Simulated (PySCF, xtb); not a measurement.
C4H9NSi, SMILES N([Si@@H](C)C#C)C.

GFN2-xTB (xtb) at its own geometry gives an orbital gap of 4.63 eV and a dipole moment of 1.14 D.

Coordinates come from a B3LYP-D3(BJ)/def2-SVP optimisation. The structure was generated by enumeration; whether it is a known compound was not checked. Other conformers were not sampled.

### Question
What does PBE/def2-TZVP in PySCF give? (The exact figures need the calculation; the answer reports its results.)

### Answer
gap 4.38 eV (levels -5.32 and -0.94 eV), dipole 1.00 D.
